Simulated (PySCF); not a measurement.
**Fractional electron number in La⁺ (lanthanum, charge +1)**

The 5d alpha orbital of [Xe] 5d2 is emptied in steps (occupation f), with all orbitals relaxed, ending at [Xe] 5d1. Computed with PySCF 2.14 in def2-SVP with the def2 core potential (46 electrons), with a scalar-relativistic core potential. The exact energy is a straight line in f; departures are measured from the line between the end points of the same method.

```csv
f,BHandHLYP (eV),wB97X (eV)
1,0.000,0.000
0.9,-0.151,-0.034
0.7,-0.354,-0.079
0.5,-0.424,-0.093
0.3,-0.358,-0.077
0.1,-0.154,-0.032
0,0.000,0.000
```

```
   method  E(f=0) − E(f=1) (eV)  −ε at f=1 (eV)  −ε at f=0.5 (eV)
BHandHLYP                11.066           9.397            11.055
    wB97X                10.817          10.441            10.824
```

Orbital energy along the path (eV):

| f | BHandHLYP | wB97X |
| --- | --- | --- |
| 1 | -9.397 | -10.441 |
| 0.9 | -9.720 | -10.514 |
| 0.7 | -10.381 | -10.668 |
| 0.5 | -11.055 | -10.824 |
| 0.3 | -11.739 | -10.973 |
| 0.1 | -12.433 | -11.103 |
| 0 | -12.784 | -11.171 |

Reference removal energy between the ground levels: 11.185 eV (measured; NIST Atomic Spectra Database, ionization energies). The calculation has no spin-orbit coupling.
